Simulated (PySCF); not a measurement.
Run record for `C/C(=C\F)C(Cl)Cl`: wB97X/def2-SVPD, full TDDFT, 3 singlets.

Method: TDDFT wB97X/def2-SVPD, vertical, gas phase, core orbitals frozen in the response (PySCF 2.14.0, density-fitted response routines). Geometry: GFN2-xTB. The input is one job of a driver script: a line of settings, then coordinates in Å.

Command:
```bash
OMP_NUM_THREADS=1 python probes_run.py task.json out
```

Input:
```
{"job": {"kind": "uv", "xc": "wB97X", "basis": "def2-SVPD", "nstates": 3, "ntriplets": 2, "tda": false}, "charge": 0, "multiplicity": 1}
C      0.924848    -1.110807    -0.087832
C      0.113696     0.148406    -0.074007
C      0.647657     1.361621    -0.127985
F      1.969507     1.544620    -0.229524
C     -1.359654    -0.047043     0.073100
Cl    -2.324144     1.274013    -0.612199
Cl    -1.753500    -0.207594     1.819713
H      1.984979    -0.876244    -0.087727
H      0.692470    -1.699209    -0.974603
H      0.692999    -1.711231     0.790375
H      0.106022     2.294998    -0.114095
H     -1.693682    -0.972214    -0.401243
```

Output:
```
coarse grid: 11784 points
cycle   1  E = -1174.8721209804  dE =  1.096e+00  |g| = 6.590e-01  |ddm| = 5.061e+00
cycle   2  E = -1174.8786417695  dE = -6.521e-03  |g| = 7.157e-01  |ddm| = 2.569e+00
cycle   3  E = -1174.9848420848  dE = -1.062e-01  |g| = 6.653e-02  |ddm| = 1.363e+00
cycle   4  E = -1174.9857092919  dE = -8.672e-04  |g| = 3.647e-02  |ddm| = 1.601e-01
cycle   5  E = -1174.9860454597  dE = -3.362e-04  |g| = 7.552e-03  |ddm| = 7.026e-02
cycle   6  E = -1174.9860659256  dE = -2.047e-05  |g| = 1.784e-03  |ddm| = 2.589e-02
cycle   7  E = -1174.9860680589  dE = -2.133e-06  |g| = 6.671e-04  |ddm| = 8.342e-03
final grid: 106792 points
cycle   8  E = -1175.1372655647  dE = -6.954e-05  |g| = 6.069e-03  |ddm| = 1.434e-01
cycle   9  E = -1175.1372679423  dE = -2.378e-06  |g| = 5.447e-03  |ddm| = 2.196e-02
cycle  10  E = -1175.1372726059  dE = -4.664e-06  |g| = 8.188e-04  |ddm| = 5.960e-03
cycle  11  E = -1175.1372727516  dE = -1.457e-07  |g| = 2.191e-04  |ddm| = 1.827e-03
cycle  12  E = -1175.1372727670  dE = -1.536e-08  |g| = 6.475e-05  |ddm| = 8.635e-04
cycle  13  E = -1175.1372727682  dE = -1.223e-09  |g| = 1.998e-05  |ddm| = 1.721e-04
cycle  14  E = -1175.1372727684  dE = -2.308e-10  |g| = 8.309e-06  |ddm| = 8.525e-05
converged SCF energy = -1175.1372727684

Static polarisability (au): isotropic 76.015, principal 65.342 79.104 83.599

Singlet excitations
state   eV       nm        f      main configurations
  1   6.5049    190.6   0.16907   H->L 0.86
  2   6.9973    177.2   0.05470   H->L+1 0.49, H-2->L 0.21
  3   7.0300    176.4   0.00403   H-1->L 0.47, H-2->L 0.17, H-1->L+1 0.11

Triplet excitations (Tamm-Dancoff, eV): 4.1645 6.2991
```

The SCF starts on a coarse grid where the log names one; the energy can jump when the final grid takes over, and dE then counts from the start density on the new grid. H and L stand for HOMO and LUMO; the number after each pair is its weight.

Task: Which computed singlet has the largest oscillator strength, and what do all of them sum to?

Result: State 1 at 6.50 eV (191 nm), f = 0.169; the 3 states sum to 0.228.

Task: Give S1 in cm⁻¹ and kJ/mol.

Result: 6.5049 eV × 8065.54 = 52466 cm⁻¹; × 96.485 = 627.6 kJ/mol.

In short: SCF converged in 14 cycles with 197 basis and 770 fitting functions; HOMO -9.98 eV, LUMO 1.33 eV; lowest singlet 6.50 eV; lowest triplet 4.16 eV (Tamm–Dancoff); mean polarisability 76.0 au.

Task: Estimate the wall time. Hardware: one thread, Arm Neoverse V1 (aarch64) (shared host). And the peak memory of the process?

Result: About 33 s (density and orbital grids were written too), with 0.89 GiB resident at the peak, the Python interpreter and its libraries included.

The values belong to the conformer `[CH3:1]/[C:2](=[CH:3]\[F:4])[CH:5]([Cl:6])[Cl:7]`: C1–C2–C5–Cl6 -154°.
